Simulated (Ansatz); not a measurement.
```xyz
10

S     2.005    1.111   -0.449
Si    0.408    0.958    0.966
O    -0.856    0.105    0.400
Ge   -0.932   -1.383   -0.584
H     1.324    1.904   -1.295
H    -0.097    2.302    1.327
H     1.051    0.291    2.126
H    -0.731   -0.993   -2.054
H    -2.335   -1.947   -0.332
H     0.164   -2.348   -0.104
```

The species carries charge 0 and has multiplicity 1.

(1) List the CAM-B3LYP/def2-TZVPP orbital energies in eV (the Gaussian-basis code of Ansatz). (Best estimate.)

## Answers

(1) Ansatz gave: Occupied: -10852.73, -2419.67, -1801.85, -1356.93, -1207.89, -1207.87, -1207.87, -522.42, -217.74, -171.79, -162.32, -162.22, -162.13, -146.27, -122.13, -122.05, -122.05, -101.64, -101.60, -101.57, -35.82, -35.66, -35.65, -35.57, -35.57, -28.84, -22.18, -18.15, -15.95, -13.60, -13.11, -12.78, -12.31, -11.29, -11.06, -10.15, -9.97, -8.94. Lowest empty: 0.90, 1.27, 1.96, 2.08, 2.34, 2.56, 2.84, 3.28.
